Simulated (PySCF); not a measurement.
**Basis set benchmark on one molecule**

Molecule: SMILES Sc1ccccc1, C6H6S.

Bonds (- single, = double, # triple, : aromatic): S1-C2 1.766 Å, C2:C3 1.401 Å, C3:C4 1.392 Å, C4:C5 1.394 Å, C5:C6 1.394 Å, C6:C7 1.393 Å, C7:C2 1.400 Å. S1 carries H8; C3 carries H9; C4 carries H10; C5 carries H11; C6 carries H12; C7 carries H13.

Geometry PBE0-D3(BJ)/def2-SVP throughout; GIAO in PySCF 2.14, gas phase, one conformer, non-relativistic; equivalent atoms averaged; functional PBE0.

Reference values (estimated from measurements, as parent shift plus tabulated substituent increments; solution, not stated per compound (mostly CDCl3 or CCl4); Pretsch, Buehlmann, Badertscher, Structure Determination of Organic Compounds, 4th ed. (2009)): δ(C3/C7) = 129.2 ppm, δ(C4/C6) = 128.8 ppm, δ(C5) = 125.3 ppm, δ(H9/H13) = 7.26 ppm, δ(H10/H12) = 7.18 ppm, δ(H11) = 7.12 ppm. Computed shifts are taken against TMS, calculated as an isolated molecule at each level.

Q: How do the basis sets STO-3G, pcSseg-0, 6-31G, 6-31G*, cc-pVDZ, def2-SVP, pcSseg-1, aug-cc-pVDZ, 6-311+G(2d,p), def2-TZVP, cc-pVTZ, IGLO-III perform against the reference? Times are CPU seconds on shared hosts with different chips, so compare them loosely.

A: 
```tsv
basis set	functions	C3/C7	C4/C6	C5	H9/H13	H10/H12	H11	mean abs. error C	mean abs. error H	core-s
STO-3G	45	107.4	110.5	107.1	6.47	6.87	6.69	19.4	0.51	3.7
pcSseg-0	79	134.7	139.0	133.9	6.79	7.16	6.96	8.1	0.22	6.4
6-31G	79	122.3	125.0	120.3	6.99	7.28	7.07	5.2	0.14	7.5
6-31G*	114	120.1	122.8	117.7	6.86	7.11	6.90	7.6	0.23	13
cc-pVDZ	132	125.0	128.7	122.9	6.90	7.10	6.92	2.2	0.21	9.8
def2-SVP	132	122.7	127.0	121.1	6.83	7.05	6.80	4.2	0.29	9.2
pcSseg-1	156	130.9	134.5	128.7	7.11	7.27	7.07	3.6	0.10	12
aug-cc-pVDZ	219	124.7	128.1	122.2	7.31	7.40	7.25	2.8	0.13	22
6-311+G(2d,p)	233	129.2	132.6	126.7	7.30	7.39	7.20	1.7	0.11	36
def2-TZVP	259	130.8	134.2	128.1	7.26	7.40	7.19	3.3	0.10	28
cc-pVTZ	298	130.1	133.6	127.6	7.21	7.35	7.17	2.7	0.09	35
IGLO-III	314	133.6	137.4	131.0	7.29	7.38	7.18	6.2	0.10	38
```

For 13C the closest is 6-311+G(2d,p) (1.7 ppm) and the furthest STO-3G (19.4 ppm).

For 1H the closest is cc-pVTZ (0.09 ppm, with pcSseg-1, IGLO-III, def2-TZVP, 6-311+G(2d,p) practically level) and the furthest STO-3G (0.51 ppm). Where a smaller basis beats a larger one, errors probably cancel. One molecule is a small sample, and vibrational and solvent effects are absent from the calculation.

A small basis that lands close on one nucleus may do so by chance; judge by the trend and by all nuclei.
